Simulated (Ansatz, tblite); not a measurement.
Forces on B2As2 at its B3LYP-D4/def2-SVP geometry. The state is a singlet with charge 0.

The xTB rows come from tblite. At PBE-D4/def2-TZVP, PBE0-D4/def2-TZVP the restricted singlet is unstable: a solution with broken spin symmetry lies lower. At PBE-D4/def2-TZVP an occupied level lies above an empty one. The order of the spin states hangs on the level: the triplet lies 1.30 eV below the singlet at PBE0-D4/def2-TZVP, but 0.18 eV above it at GFN2-xTB. The structure comes from a short search, and lower isomers may exist.

GFN2-xTB (tblite), largest force 1.65 eV/Å:

```xyz
4
positions Å, forces eV/Å
B     0.794    0.115    0.079   -1.078    0.789   -0.972
B    -0.794   -0.113   -0.078    1.079   -0.792    0.968
As    0.468    1.411   -1.182    0.305   -0.681    0.695
As   -0.467   -1.412    1.181   -0.306    0.685   -0.692
```

PBE-D4/def2-TZVP (Ansatz), largest force 0.29 eV/Å:

```
B -0.131 -0.208 0.157
B 0.131 0.205 -0.160
As -0.063 0.133 -0.132
As 0.062 -0.129 0.135
```

PBE0-D4/def2-TZVP (Ansatz), largest force 0.44 eV/Å:

```
B -0.199 0.001 -0.051
B 0.200 -0.006 0.047
As -0.092 -0.328 0.283
As 0.091 0.332 -0.278
```
